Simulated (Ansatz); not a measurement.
```xyz
2

Cu    0.0000    0.0000   -0.7083
Cl    0.0000    0.0000    1.2083
```

Basis set: 6-31G* (spherical functions). Frozen core: 10 orbitals. Charge 0, multiplicity 1.

Computed with Ansatz (development build ahead of 0.2.0); each method stands on the lowest determinant of its kind that the runs found. Restricted open shells among the atoms or ions are ROHF, correlated in semicanonical orbitals with singles.

The atomization energy at this shape (free ground-state atoms in the same class of orbitals less the molecule, no zero-point energy) of singlet CuCl:

```json
{"method": "RHF", "atomization energy": "27.91 kcal/mol"}
```

**Question.** What does RHF-MP2 give?

**Answer.** 96.06 kcal/mol.
